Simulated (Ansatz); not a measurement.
BH2(OEt) (C₂H₇BO), relaxed as a singlet with RKS r2SCAN-D4/def2-SVP in Ansatz, starting from the GFN2-xTB geometry. Force threshold 0.02 eV/Å.

Start:

```xyz
11

B    -1.058   -1.182   -1.107
H    -1.982   -0.444   -1.153
H    -0.946   -2.083   -1.847
O    -0.092   -1.054   -0.215
C    -0.020   -0.023    0.745
C     1.017    1.015    0.331
H    -1.000    0.456    0.867
H     0.270   -0.487    1.695
H     1.090    1.789    1.090
H     1.989    0.544    0.208
H     0.730    1.469   -0.614
```

(1) Estimate the energy that the relaxation releases and the steps that it takes.

(2) Does the start keep its bonding and symmetry?

(3) Predict the relaxed structure.

Answers

(1) 0.07 eV, in 13 steps; 24 s on 2 threads of AMD EPYC 7R13 on a shared host. The force fell under the threshold at step 6, but the optimiser went on. No frequencies were taken in this run, so the end may be a saddle point.

(2) By distances, no bond broke or formed. The bond that changes most is B1–H3, from 1.17 to 1.21 Å (atoms count from 1).

(3) 
| atom | x (Å) | y (Å) | z (Å) |
| --- | --- | --- | --- |
| B1 | -1.080 | -1.227 | -1.101 |
| H2 | -2.064 | -0.516 | -1.027 |
| H3 | -0.979 | -2.128 | -1.900 |
| O4 | -0.041 | -1.033 | -0.273 |
| C5 | -0.016 | 0.005 | 0.706 |
| C6 | 1.043 | 1.028 | 0.353 |
| H7 | -1.015 | 0.471 | 0.779 |
| H8 | 0.212 | -0.471 | 1.674 |
| H9 | 1.111 | 1.795 | 1.140 |
| H10 | 2.027 | 0.547 | 0.249 |
| H11 | 0.802 | 1.529 | -0.598 |
Bond lengths: 1 × C–O 1.43 Å; 1 × B–O 1.34 Å; 1 × C–C 1.51 Å; 5 × C–H 1.10 to 1.11 Å; 2 × B–H 1.21 to 1.22 Å.
